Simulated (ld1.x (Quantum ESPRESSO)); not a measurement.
# Ni (Z = 28): PAW pseudisation with PBEsol, scalar-relativistic reference atom.

ld1.x (Quantum ESPRESSO) 7.5 input, shortened:

```
&input
   title='Ni', zed=28., rel=1, dft='PBESOL', iswitch=3,
   config='[Ar] 3d8 4s1 4p0'
 /
 &inputp
   pseudotype=3, lpaw=.true., tm=.true., lloc=-1, rcloc=0.55,
   nlcc=.true., new_core_ps=.true., rcore=0.50,
   which_augfun='PSQ', rmatch_augfun_nc=.true.
 /
6
3S  1  0   2.00   0.00  1.25  1.35  0.0
4S  2  0   1.00   0.00  1.25  1.35  0.0
3P  2  1   6.00   0.00  1.10  1.45  0.0
4P  3  1   0.00   0.00  1.10  1.45  0.0
3D  3  2   8.00   0.00  0.65  0.75  0.0
3D  3  2   0.00   0.25  0.65  0.75  0.0
 &test
   configts(1)='3s2 3p6 3d8 4s1 4p0'
 /
```

- Configuration tests: test run stopped at test 2 of 7 (negative rho)
- Lowest eigenvalue of the overlap operator: -1.41 (p channel); it is negative, so in a basis up to 400 Ry S is not positive definite and the file is unfit for use
- Density cutoff estimated by the generator: 918 Ry

The ghost test of this file was not conclusive. Its overlap operator is not positive definite in a basis up to 400 Ry (lowest eigenvalue s -0.17, p -1.41), so the file is unfit for use: the generalised eigenproblem breaks down once the basis is large enough, and its test numbers describe a broken file.
